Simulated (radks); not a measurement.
Task: Valence configurations of neutral gold (all share [Xe]). Method: scalar-relativistic Kohn-Sham, SCAN, spin-unpolarised, spherical densities, finite nucleus; meta-GGA in the generalised Kohn-Sham scheme; Fermi nuclear charge, rms radius 5.4371 fm; computed with a radial shooting solver on a logarithmic mesh with Libxc functionals. Order these by energy: 4f14 5d9 6s2; 4f14 5d10 6p1; 4f14 5d10 6s0.5 6p0.5; 4f14 5d9 6s1 6p1; 4f14 5d10 6s1; 4f13 5d10 6s2; 4f12 5d10 6s1 6p2; 4f12 5d10 6s2 6p1; 4f13 5d10 6s1 6p1; 4f13 5d10 6p2.

Result: From the lowest, in eV above it: 4f14 5d10 6s1 0.000; 4f14 5d9 6s2 1.473; 4f14 5d10 6s0.5 6p0.5 2.746; 4f14 5d10 6p1 5.538; 4f14 5d9 6s1 6p1 7.898; 4f13 5d10 6s2 82.742; 4f13 5d10 6s1 6p1 89.172; 4f13 5d10 6p2 95.726; 4f12 5d10 6s2 6p1 186.65; 4f12 5d10 6s1 6p2 194.11. NIST lists [Xe] 4f14 5d10 6s1 as the ground configuration; this level of theory agrees among the configurations tried. The energies are those of spherical spin-averaged densities, not of single terms.
